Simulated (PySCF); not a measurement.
B(H)3 cation (BH3), SMILES B (connectivity only; charge and spin as stated), charge +1, multiplicity 2.

Geometry: PBE-D3(BJ)/def2-TZVPD. The multiplicity is an assumed one; other spin states were not compared. The isomer is the one that the SMILES or the coordinates give; other isomers of the formula were not compared.

The numbers are results of PBE-D3(BJ)/def2-TZVPD (PySCF 2.14.0), not measurements.

Frequencies are harmonic and unscaled.

Question: List the normal modes with their intensities. (The exact figures need the calculation; the answer reports its results.)

Answer: 
```
mode  ν (cm⁻¹)  IR (km/mol)  moving atoms (share of kinetic energy)
----  --------  -----------  --------------------------------------
1          479         13.9                          H 82 %, B 18 %
2          839          6.7                          H 80 %, B 20 %
3          988          6.9                                  H 97 %
4         1823        199.9                                  H 97 %
5         2171          2.3                                  H 94 %
6         2804         28.5                          H 88 %, B 12 %
```
